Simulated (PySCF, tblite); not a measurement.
C4H11F2PSi2.
Geometry (GFN2-xTB, Å), atoms numbered from 1 in this order:
```xyz
20
C4H11F2PSi2 angstrom
C      2.5222   -1.6420    0.8504
C      2.3720   -0.7668   -0.1329
Si     1.4712    0.8785    0.0465
Si    -0.8406    0.5509   -0.2774
C     -1.3381   -0.6045   -1.7186
P     -2.2811    2.2901   -0.3572
C     -1.4784   -0.4071    1.3064
F     -0.8893   -1.6347    1.3904
F     -1.0974    0.2599    2.4361
H      3.0288   -2.5858    0.7172
H      2.1404   -1.4541    1.8404
H      2.7724   -1.0144   -1.1091
H      1.9906    1.8046   -0.9746
H      1.7425    1.4591    1.3671
H     -1.0188   -0.1947   -2.6722
H     -0.8808   -1.5836   -1.6097
H     -2.4160   -0.7432   -1.7650
H     -1.5904    2.9471   -1.3604
H     -1.6517    3.0180    0.6382
H     -2.5626   -0.5667    1.3815
```

Jobs on this species (20 atoms, 96 electrons) with PySCF (density fitting) and tblite. Hardware of each: Arm Neoverse N1, one thread (shared host). Times come from a shared host and carry two figures at best.

```json
{"level and settings": "GFN2-xTB", "work": "L-BFGS relaxation", "basis functions": "–", "SCF cycles": "–", "wall time": "?"}
{"level and settings": "GFN2-xTB", "work": "Hessian by finite differences", "basis functions": "–", "SCF cycles": "–", "wall time": "2.0 s"}
{"level and settings": "PBE0/pcSseg-1", "work": "shieldings, charges and field gradients", "basis functions": "229", "SCF cycles": "12", "wall time": "84 s"}
```

Task: Fill in the missing figures.

Result: 
- GFN2-xTB; L-BFGS relaxation: 5.0 s

Task: What do all jobs in the table cost together?

Result: About 91 s; the longest takes about 92 % of that, and about 42 times as long as the shortest.
